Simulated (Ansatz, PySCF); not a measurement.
O3Os, SMILES [O]=[Os](=[O])=[O], multiplicity 1. Atoms are numbered in the order given.

```xyz
4

Os     0.0000     0.0000     0.0000
O      1.6832     0.0000     0.0000
O     -0.8416     1.4577     0.0000
O     -0.8416    -1.4577     0.0000
```

Coordinates come from a PBE0-D3(BJ)/def2-TZVP optimisation. The multiplicity is an assumed one; other spin states were not compared. The def2 effective core potentials stand for the cores of Os; spin–orbit coupling is left out.

Two levels are set side by side: PBE-D3(BJ)/def2-TZVP (Ansatz, an electronic-structure program) and PBE0-D3(BJ)/def2-TZVP (Ansatz). Each level has its own optimised geometry; the coordinates shown are those of the second. Frequencies come from the Hessian of PySCF at each geometry. Differences are taken from unrounded values.

| quantity | PBE0-D3(BJ) |
|---|---|
| mean bond length (Å) | 1.683 |
| bond Os1–O2 (Å) | 1.683 |
| bond Os1–O3 (Å) | 1.683 |
| bond Os1–O4 (Å) | 1.683 |
| highest harmonic wavenumber (cm⁻¹) | 1077 |
| mean harmonic wavenumber (cm⁻¹) | 653 |
| zero-point energy (kcal/mol) | 5.60 |

What does PBE-D3(BJ) give, and how far is it from PBE0-D3(BJ)? (An estimate is asked for; the answer gives what the named calculation found.)


```json
[
 {"quantity": "mean bond length (Å)", "PBE-D3(BJ)": "1.707", "PBE-D3(BJ) minus PBE0-D3(BJ)": "0.024"},
 {"quantity": "bond Os1–O2 (Å)", "PBE-D3(BJ)": "1.707", "PBE-D3(BJ) minus PBE0-D3(BJ)": "0.024"},
 {"quantity": "bond Os1–O3 (Å)", "PBE-D3(BJ)": "1.707", "PBE-D3(BJ) minus PBE0-D3(BJ)": "0.024"},
 {"quantity": "bond Os1–O4 (Å)", "PBE-D3(BJ)": "1.707", "PBE-D3(BJ) minus PBE0-D3(BJ)": "0.024"},
 {"quantity": "highest harmonic wavenumber (cm⁻¹)", "PBE-D3(BJ)": "1004", "PBE-D3(BJ) minus PBE0-D3(BJ)": "-73"},
 {"quantity": "mean harmonic wavenumber (cm⁻¹)", "PBE-D3(BJ)": "610", "PBE-D3(BJ) minus PBE0-D3(BJ)": "-42"},
 {"quantity": "zero-point energy (kcal/mol)", "PBE-D3(BJ)": "5.24", "PBE-D3(BJ) minus PBE0-D3(BJ)": "-0.36"}
]
```

GGA bonds tend to be longer and softer than those of functionals with exact exchange. Differences between two approximate levels are no errors against the true value.
